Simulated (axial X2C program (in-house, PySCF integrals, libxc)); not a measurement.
## Low determinants of YO⁻ at the PBE0 level, 2c

Calculated with an in-house relativistic program for diatomic molecules. Two-component (2c) means X2C with spin–orbit coupling and atomic mean-field two-electron Coulomb and Gaunt terms. Basis: Y dyall-acv3z [12s13p10d6f3g], O dyall-av3z [7s6p3d2f] (cores contracted in-house); Gaussian nuclei, density fitting, unrestricted open shells. Masses: Y 88.906 u, O 15.995 u.

Search at 1.812 Å (vertical energies from the lowest determinant):

| ΔE (eV) | state | electrons beyond evenly filled partner blocks | electrons in ±ω = 1/2, 3/2, 5/2, 7/2 |
| --- | --- | --- | --- |
| 0.00 | Ω = 0 | none | 34 12 2 0 |
| 0.90 | Ω = 2 | ω = 1/2, ω = 3/2 | 33 13 2 0 |
| 1.16 | Ω = 1 | 2 × ω = 1/2 | 34 12 2 0 |
| 1.20 | Ω = 1 | ω = -1/2, ω = 3/2 | 33 13 2 0 |
| 1.57 | Ω = 3 | ω = 1/2, ω = 5/2 | 33 12 3 0 |
| 1.85 | Ω = 2 | ω = -1/2, ω = 5/2 | 33 12 3 0 |
| 4.44 | Ω = 2 | ω = 1/2, ω = 3/2 | 35 11 2 0 |

Lowest determinant, Ω = 0 (closed shell): Re = 1.810 Å, ωe = 827.4 cm⁻¹.

The determinant in row 2 of the search, Ω = 2 (⟨Sz⟩ = 1.00, ⟨Lz⟩ = 1.00 at PBE0), was followed along the bond at PBE0; measured from the minimum of the lowest determinant it gives:

Te = 0.899 eV (7254 cm⁻¹), Re = 1.796 Å, ωe = 832.7 cm⁻¹.

(1) Compare the bond of the determinant in row 2 with that of the lowest one.

The search compares states at one distance, so a state with another bond length can lie lower; it is not exhaustive and yields mostly the lowest determinant of each block pattern, so other components and higher states of one pattern are missing. These are energies of single determinants, not of spin-adapted states; PBE0 term energies can be off by some tenths of an eV, and the functional has no current term. Open-shell Ω = 0 determinants with evenly filled partner blocks cannot be reached by this program, so the Ω shown need not be the lowest component. For an anion, determinants above electron detachment are held by the basis set. The highest occupied level of some functionals is positive through self-interaction error; at Hartree–Fock it is bound. Row 1 has a positive highest level at its minimum. Row 2 has a positive highest level at its minimum.

Results:

(1) At PBE0 its Re is 0.014 Å shorter and its force constant, which goes as ωe², is 1.01 times that of the lowest determinant. T0 ≈ Te + Δωe/2 = 7254 + (3) = 7257 cm⁻¹.
